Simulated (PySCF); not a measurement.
Point groups of optimised structures. Theory: PBE0/pcSseg-1 in PySCF (dipole) on a GFN2-xTB geometry, gas phase. The symmetry is that of the one conformer found, every atom within 0.08 Å of its image; none is proved a minimum here.

(1) Point group, rotor type and polarity of `[O:1]=[C:2]1[CH2:3][C:4](=[O:5])[C@H:6]([CH:7]([F:8])[F:9])[CH2:10]1` with C4–C6–C7–F8 -71°, O1–C2–C3–C4 177°, C2–C3–C4–O5 175°, C3–C4–C6–C7 135°, C4–C6–C10–C2 -13°?

(2) `[CH:1]#[C:2][Si@H:3]1[SiH2:4][Si@@H:5]([O:6][CH3:7])[SiH2:8]1` with Si4–Si5–O6–C7 -69°, C2–Si3–Si4–Si5 109°, Si3–Si4–Si5–O6 -96°, Si4–Si5–Si8–Si3 -6°, C2–Si3–Si8–Si5 -109°: symmetry, top, dipole?

(3) Point group, rotor type and polarity of CH3CF2CN (`CC(F)(F)C#N`)?

Answers

(1) C1; asymmetric top; symmetry number 1; this conformer is chiral (no improper operation); dipole 1.50 D; A, B, C = 2023, 1017, 787.5 MHz.

(2) C1; near-prolate asymmetric top; symmetry number 1; this conformer is chiral (no improper operation); dipole 1.53 D.

(3) Cs; near-prolate asymmetric top; symmetry number 1; 2 operations, which sort the 9 atoms into 7 sets; dipole 3.15 D, in the ab plane, which is the mirror; A, B, C = 5167, 2921, 2836 MHz.
